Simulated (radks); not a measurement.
All-electron atom: the chromium ion Cr5+ in [Ar] 4s1 (not the ground configuration). Method: scalar-relativistic Kohn-Sham, LDA (Slater exchange, Perdew-Wang correlation), spin-polarised, spherical densities, finite nucleus; open shells are filled with parallel spins first; Fermi nuclear charge, rms radius 3.6452 fm; computed with a radial shooting solver on a logarithmic mesh with Libxc functionals.

Radial electron density D(r) = 4 pi r^2 rho(r):

| r (bohr) | D(r) (e/bohr) | spin D(r) |
|---|---|---|
| 0.005793 | 3.181 | 0.00446 |
| 0.007483 | 4.856 | 0.00678 |
| 0.009666 | 7.242 | 0.0100 |
| 0.01249 | 10.48 | 0.0143 |
| 0.016 | 14.44 | 0.0194 |
| 0.02067 | 19.15 | 0.0247 |
| 0.0267 | 23.84 | 0.0288 |
| 0.03449 | 27.46 | 0.0292 |
| 0.04455 | 28.79 | 0.0235 |
| 0.05755 | 27.31 | 0.0117 |
| 0.07375 | 24.25 | 0.0000144 |
| 0.09526 | 22.23 | 0.000582 |
| 0.1231 | 24.04 | 0.0261 |
| 0.159 | 28.94 | 0.0681 |
| 0.2053 | 31.65 | 0.0855 |
| 0.2631 | 27.31 | 0.0466 |
| 0.3399 | 17.36 | -0.000373 |
| 0.4391 | 10.03 | 0.0592 |
| 0.5672 | 9.844 | 0.192 |
| 0.7326 | 11.57 | 0.167 |
| 0.9388 | 9.300 | 0.00592 |
| 1.213 | 4.597 | 0.124 |
| 1.567 | 1.740 | 0.560 |
| 2.024 | 0.8378 | 0.684 |
| 2.614 | 0.3586 | 0.350 |
| 3.35 | 0.07774 | 0.0776 |
| 4.327 | 0.005847 | 0.00585 |
| 5.589 | 0.0001246 | 0.000125 |

D(r) has 3 maxima, at r = 0.0442, 0.202, 0.733 bohr, and minima at 0.0976, 0.499 bohr, inside which lie 2.12, 10.38 electrons.
